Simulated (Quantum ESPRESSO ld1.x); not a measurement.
The mean radii <r> (bohr) of the occupied orbitals of an atom or ion are listed with their occupations. Calculated with ld1.x of Quantum ESPRESSO 7.5: scalar-relativistic Kohn-Sham, BLYP, spin-unpolarised, spherical densities, point nucleus.

| orbital | occ. | <r> |
|---|---|---|
| 1s | 2 | 0.01714 |
| 2s | 2 | 0.07233 |
| 2p | 6 | 0.06522 |
| 3s | 2 | 0.1869 |
| 3p | 6 | 0.1879 |
| 3d | 10 | 0.1701 |
| 4s | 2 | 0.4064 |
| 4p | 6 | 0.4286 |
| 4d | 10 | 0.4438 |
| 4f | 9 | 0.4436 |

Name the element and its charge.

Answer. Z = 78, platinum, charge +23: Pt23+ in [Kr] 4d10 4f9. The 1s radius gives Z: for a bare nucleus <r> = (2 gamma + 1)/(2Z) with gamma = sqrt(1 - (Z/c)^2), 0.01695 bohr for Z = 78, and screening makes it slightly larger (0.01714 here). The occupations add up to 55, and the charge is Z minus that.
